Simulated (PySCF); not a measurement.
CH₈N₂OSi, SMILES CN[Si@@H](N)O. The structure is a stationary point at PBE-D3(BJ)/def2-SVP. The structure was generated by enumeration; whether it is a known compound was not checked. One conformer was computed; it need not be the lowest.

Computed equilibrium geometry at PBE-D3(BJ)/def2-SVP (PySCF confirms it by a frequency run) as bond lengths and angles (one conformer of several):
Atoms: C1 N2 Si3 N4 O5 H6 H7 H8 H9 H10 H11 H12 H13. Bond lengths (Å): C1–N2 1.448, C1–H6 1.110, C1–H7 1.114, C1–H8 1.116, N2–Si3 1.731, N2–H9 1.024, Si3–N4 1.726, Si3–O5 1.690, Si3–H10 1.513, N4–H11 1.021, N4–H12 1.020, O5–H13 0.972. Angles (°): N2–C1–H6 109.6, N2–C1–H7 112.3, N2–C1–H8 114.0, H6–C1–H7 106.6, H6–C1–H8 106.8, H7–C1–H8 107.1, C1–N2–Si3 127.0, C1–N2–H9 114.6, Si3–N2–H9 116.7, N2–Si3–N4 105.5, N2–Si3–O5 119.6, N2–Si3–H10 103.4, N4–Si3–O5 101.6, N4–Si3–H10 121.1, O5–Si3–H10 106.8, Si3–N4–H11 119.8, Si3–N4–H12 120.5, H11–N4–H12 112.2, Si3–O5–H13 112.9.
Charge 0, spin multiplicity 1.
